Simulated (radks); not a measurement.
Results of a calculation; reference values are marked as such.
Spherical quantum dot in the effective-mass picture: electrons in a well V = -V0 / (1 + exp((r - R)/a)) with V0 = 55.2, R = 1.59, a = 0.066, all in effective atomic units (hartree* = m*/eps^2 hartree, bohr* = eps/m* bohr), one dielectric constant everywhere. Level of theory: non-relativistic Kohn-Sham, LDA (Slater exchange, Perdew-Wang correlation), spin-polarised, spherical densities (a radial shooting solver with Libxc functionals). Levels are named by radial order and angular momentum (1s, 1p, 1d, 2s, ...), and open shells are averaged over m. Results are scaled to m* = 0.09 and eps = 14.6, for which hartree* = 11.49 meV and bohr* = 8.584 nm.

N = 17, configuration 1s2 1p6 1d(up 5, down 4). This is the lowest configuration that the search found. Occupied and some empty levels:

| level | occupation | eigenvalue (meV) | <r> (nm) |
|---|---|---|---|
| 1s up | 1 | -446.93 | 8.069 |
| 1s down | 1 | -446.55 | 8.062 |
| 1p up | 3 | -430.45 | 8.914 |
| 1p down | 3 | -430.03 | 8.912 |
| 1d up | 5 | -406.32 | 9.487 |
| 1d down | 4 | -405.89 | 9.487 |
| 2s up | 0 | -380.97 | 6.676 |
| 2s down | 0 | -380.74 | 6.678 |
| 1f up | 0 | -375.62 | 9.923 |
| 1f down | 0 | -375.19 | 9.924 |
| 2p up | 0 | -340.03 | 7.572 |
| 2p down | 0 | -339.75 | 7.571 |

Energy (meV): total -8495.85, kinetic 852.35, external -10595, Hartree 1420.6, exchange-correlation -173.99.

Electron density:

| r (nm) | n(r) (e/nm^3) |
|---|---|
| 0.374 | 0.0004705 |
| 1.32 | 0.0005324 |
| 2.26 | 0.0006753 |
| 3.20 | 0.0009194 |
| 4.14 | 0.001278 |
| 5.08 | 0.001743 |
| 6.02 | 0.002267 |
| 6.96 | 0.002754 |
| 7.90 | 0.003068 |
| 8.84 | 0.003069 |
| 9.78 | 0.002677 |
| 10.7 | 0.001939 |
| 11.7 | 0.001085 |
| 12.6 | 0.0004089 |
| 13.5 | 0.00009086 |
| 14.5 | 0.00001294 |
| 15.4 | 1.483e-06 |
| 16.4 | 1.671e-07 |
| 17.3 | 1.847e-08 |
| 18.2 | 2.132e-09 |
